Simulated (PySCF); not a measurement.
Input of a run (PBE0-D3(BJ)/def2-SVP geometry optimisation, gas phase (PySCF 2.14.0)), started from a GFN2-xTB structure with every atom displaced at random (by about 0.01 Å):
```
{"job": {"xc": "PBE0", "basis": "def2-SVP", "d3": "d3bj", "grid": 1, "shake": 0.01, "kind": "geom"}, "charge": 0, "multiplicity": 1}
N     -1.674020     0.896980    -0.175470
Si    -1.582580    -0.802640    -0.229800
Si     0.671480    -1.173930    -0.483430
Ge     1.951740     0.759910     0.029630
H     -1.195380     1.466610    -0.869230
H     -2.585910     1.362420     0.011890
H     -2.386040    -1.431810    -1.281620
H     -2.146930    -1.217650     1.042910
H      1.061410    -1.565000    -1.822520
H      1.187200    -2.264250     0.384120
H      1.514630     1.439820     1.318360
H      3.416100     0.628070     0.186020
H      1.774130     1.884580    -0.982410
```

Output (energies in Eh, forces in Eh/bohr):
```
step   0  E = -2715.10375988  max force = 0.039543
step   1  E = -2715.11415969  max force = 0.007184
step   2  E = -2715.11462073  max force = 0.001474
step   3  E = -2715.11477614  max force = 0.001369
step   4  E = -2715.11490640  max force = 0.002078
step   5  E = -2715.11501829  max force = 0.001517
step   6  E = -2715.11508333  max force = 0.000654
step   7  E = -2715.11511215  max force = 0.000481
step   8  E = -2715.11512573  max force = 0.000372
optimisation converged
```

Q: Summarise the run.

A: The energy falls by 0.309 eV over 9 energy and gradient evaluations, the largest force component goes from 0.0395 to 3.7e-04 Eh/bohr, and the atoms move by 0.245 Å rms after alignment. The bond that changes most is Ge4–H12 (ends: germanium bonded to Si and 3 H; Ge–H hydrogen), which lengthens by 0.064 Å. Bonds longer at the end by more than 0.005 Å: 10 of 12; shorter: 1. Among the angles that change most is Si3–Ge4–H12, from 119.0° to 111.7°. Among the dihedrals that turn most is H10–Si3–Ge4–H11, from -78° to -62°. The energy never rose by more than 1e-6 Eh on the way. The first step brought 92 % of the lowering.

Q: What are the final bond lengths?

A: N1–Si2 1.740 Å, Si2–Si3 2.349 Å, Si3–Ge4 2.383 Å, N1–H5 1.015 Å, N1–H6 1.015 Å, Si2–H7 1.504 Å, Si2–H8 1.496 Å, Si3–H9 1.499 Å, Si3–H10 1.498 Å, Ge4–H11 1.539 Å, Ge4–H12 1.543 Å, Ge4–H13 1.541 Å. Numbering counts from 1 in the input's order; the species is `N[SiH2][SiH2][GeH3]`.

The run used 127 basis functions and 56 SCF cycles in all.

Whether it is a minimum is left open (no frequencies). The numbers are those of one conformer.
